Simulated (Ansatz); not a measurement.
Cost and result for the atomization energy of `O[SiH2]O[SiH](F)F` (10 atoms, 9 bonds).

Z-matrix (Å, degrees):
```
Si
O 1 1.641
O 1 1.634 2 111.2
H 1 1.481 2 106.0 3 -120.9
H 1 1.476 2 109.4 3 116.7
Si 2 1.601 1 153.2 3 -92.7
H 3 0.958 1 118.8 2 -74.6
F 6 1.580 2 109.2 1 -117.4
F 6 1.582 2 110.3 1 -0.2
H 6 1.465 2 111.8 1 121.8
```

Total charge 0; spin multiplicity 1. The geometry is a stationary point of PBE0-D4/def2-TZVP. It is one conformer, not always the lowest. Program: Ansatz. All runs use 4 threads of a server CPU on a shared host. Times are those of one run each, without the atoms' runs, and a repeat can differ threefold. Electronic energies, without spin–orbit coupling; frozen cores. CCSD(T)/CBS adds CCSD(T) − MP2 in def2-TZVPP to the MP2 limit, and its time is that of the two runs behind it. T1 = 0.012. B3LYP takes the VWN-RPA correlation (the form of Gaussian; ORCA's B3LYP/G).

CCSD(T)/CBS is a level of theory with its own doubt, some kJ/mol a heavy atom from the limit and from the frozen cores, so smaller differences don't rank the functionals.

```json
{"level": "PBE-D4/def2-TZVPP (with forces)", "functions": "264", "wall time": "4.1 s"}
{"level": "PBE0-D4/def2-TZVPP", "functions": "264", "wall time": "6 s"}
{"level": "r2SCAN-D4/def2-TZVPP (with forces)", "functions": "264", "wall time": "9 s"}
{"level": "B3LYP-D4/def2-TZVPP (with forces)", "functions": "264", "wall time": "9 s"}
{"level": "B2PLYP/def2-TZVPP", "functions": "264", "wall time": "10 s"}
{"level": "ωB97X-V/def2-TZVPP", "functions": "264", "wall time": "14 s"}
{"level": "ωB97M-V/def2-TZVPP (with forces)", "functions": "264", "wall time": "22 s"}
{"level": "MP2/def2-QZVPP", "functions": "488", "wall time": "36 s"}
{"level": "CCSD(T)/def2-TZVPP", "functions": "264", "wall time": "7.7 min"}
{"level": "CCSD(T)/CBS(def2)", "functions": "–", "wall time": "8.3 min"}
```

(1) What atomization energy does each give, and how far from CCSD(T)/CBS? (An estimate is asked.)

Answers

(1) Ansatz gave: 
```csv
level,atomization (kcal/mol),difference from CCSD(T)/CBS,per bond
PBE-D4/def2-TZVPP (with forces),968.5,-8.2,-0.9
PBE0-D4/def2-TZVPP,949.4,-27.3,-3.0
r2SCAN-D4/def2-TZVPP (with forces),968.2,-8.5,-1.0
B3LYP-D4/def2-TZVPP (with forces),960.7,-16.0,-1.8
B2PLYP/def2-TZVPP,958.4,-18.3,-2.0
ωB97X-V/def2-TZVPP,970.8,-5.9,-0.7
ωB97M-V/def2-TZVPP (with forces),970.2,-6.5,-0.7
MP2/def2-QZVPP,995.8,19.1,2.1
CCSD(T)/def2-TZVPP,945.8,-30.9,-3.4
CCSD(T)/CBS(def2),976.7,0.0,0.0
```

From PBE to PBE0 (25 % exact exchange), in def2-TZVPP and without D4, the atomization energy moves by −18.3 kcal/mol: exact exchange takes away binding that semilocal exchange gives to molecules. The D4 term adds +8.3 kcal/mol with B3LYP and +4.4 kcal/mol with PBE0; it sums over pairs of atoms, weighted by their polarisabilities, and B3LYP, whose exchange is more repulsive, gets the larger term. In def2-TZVPP, CCSD(T) changes the Hartree–Fock value by +227.8 kcal/mol (the triples alone add +12.9 kcal/mol) and MP2 by +258.7 kcal/mol; breaking electron pairs costs correlation energy, which Hartree–Fock lacks.
